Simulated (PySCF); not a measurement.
A structure optimised at PBE-D3(BJ)/def2-SVP, used in a PySCF frequency run:

```xyz
11

O      1.2629     1.0827     1.2133
C      1.7757     0.9745     0.1195
O      1.2277     0.3546    -0.9435
Si    -0.2934    -0.4722    -0.8348
F      0.0736    -2.0411    -0.5385
Si    -1.6570     0.3601     0.8836
H      2.7796     1.3920    -0.1467
H     -0.8015    -0.3805    -2.2386
H     -3.0734    -0.0727     0.5947
H     -1.6088     1.8611     0.8746
H     -1.2316    -0.2062     2.2038
```
Charge 0, spin multiplicity 1.

Task: Write its SMILES and formula.

Result: O=CO[Si@@H](F)[SiH3], CH₅FO₂Si₂

Task: What are its rotational constants (standard atomic weights)?

Result: 2.4496, 2.0952, 1.3435 GHz
